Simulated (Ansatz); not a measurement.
Coupled-cluster diagnostics for Al(H2O)F3 (AlOF3H2), Ansatz.

Geometry of the singlet (PBE0-D4/def2-SVP):

```xyz
7

Al   -0.682   -0.281    0.392
O     0.981    0.533   -0.216
H     1.594   -0.158   -0.507
H     0.811    1.114   -0.972
F    -1.631    0.456   -0.764
F    -0.893    0.179    1.969
F    -0.180   -1.843    0.098
```

Correlated methods freeze 9 core orbitals.

Estimate the CCSD(T) correlation energy, the shares of MP2 and (T), T1 and the reference's ⟨S²⟩ for: charge 0, singlet, own geometry in def2-TZVPP; and the rough time on 4 threads of Arm Neoverse V2 on a shared host.


```
                          state       basis  correlation (eV)  MP2 share (%)  (T) share (%)     T1  ⟨S²⟩ (pure)  wall time
charge 0, singlet, own geometry  def2-TZVPP           -30.528           96.9            2.7  0.011  0.00 (0.00)       56 s
```
Customary marks for T1 are 0.02 (closed shells), 0.045 (open shells) and about 0.05 (3d metals). T1 stays under 0.02 throughout.
